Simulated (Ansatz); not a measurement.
```xyz
23

C     1.400   -1.551    3.163
C     0.902   -0.588    2.099
C     1.694   -0.689    0.805
C     1.206    0.261   -0.273
C    -0.136   -0.120   -0.837
O    -0.641   -1.209   -0.761
O    -0.704    0.911   -1.475
C    -1.963    0.640   -2.101
C    -2.432    1.910   -2.757
H     0.824   -1.460    4.087
H     1.319   -2.586    2.822
H     2.450   -1.364    3.406
H     0.957    0.440    2.476
H    -0.153   -0.788    1.890
H     1.642   -1.713    0.426
H     2.750   -0.479    1.008
H     1.899    0.277   -1.121
H     1.152    1.292    0.088
H    -2.665    0.288   -1.342
H    -1.831   -0.169   -2.823
H    -2.558    2.707   -2.022
H    -1.718    2.248   -3.511
H    -3.393    1.740   -3.247
```

The species carries charge 0 and has multiplicity 1.

Question: List the CAM-B3LYP/def2-TZVPP orbital energies in eV (the Gaussian-basis code of Ansatz). (Estimate.)

Answer: The calculation gave: Occupied: -523.60, -521.98, -282.24, -280.32, -279.03, -278.74, -278.61, -278.48, -278.30, -32.47, -29.95, -24.38, -23.52, -22.42, -20.37, -19.15, -18.00, -17.34, -15.81, -15.70, -14.83, -14.37, -14.22, -13.47, -13.03, -12.88, -12.71, -12.00, -11.77, -11.51, -11.41, -10.95, -10.63, -10.56, -10.07, -9.34. Lowest empty: 1.61, 1.91, 2.27, 2.62, 3.11, 3.15, 3.60, 3.74.
